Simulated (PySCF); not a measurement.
# Vibration and rotation of CaIn

PBE constants of CaIn, ²Π (doublet), unpaired electrons π ↑ (PySCF, scalar-relativistic core potentials, basis sets Ca def2-SVPD, In def2-SVPD with ECP28; masses 39.9626 and 114.9039 u):

* ωe: 134.4 cm⁻¹
* ωexe: 0.612 cm⁻¹
* Be: 0.05362 cm⁻¹
* αe: 0.000300 cm⁻¹
* D (centrifugal): 3.42e-08 cm⁻¹
* De to Ca + In: 0.75 eV

Question: Give the vibrational terms G(v) and spacings up to v = 6.

Answer: G(v) = ωe(v+½) − ωexe(v+½)².

| v | G(v) (cm⁻¹) | G(v) − G(v−1) | Bv (cm⁻¹) |
| --- | --- | --- | --- |
| 0 | 67.0 |  | 0.05347 |
| 1 | 200.2 | 133.2 | 0.05317 |
| 2 | 332.2 | 132.0 | 0.05287 |
| 3 | 462.9 | 130.7 | 0.05257 |
| 4 | 592.4 | 129.5 | 0.05227 |
| 5 | 720.7 | 128.3 | 0.05197 |
| 6 | 847.7 | 127.1 | 0.05167 |

Question: How well does the Morse estimate ωe²/(4ωexe) reproduce De, and what is D0?

Answer: It gives 0.91 eV, 122 % of the computed De. D0 = De − G(0) = 0.75 − 0.01 = 0.74 eV.

Spin–orbit coupling is left out, which matters for elements this heavy, above all for dissociation energies. The state was picked by a PBE0 search and need not be the measured ground state.
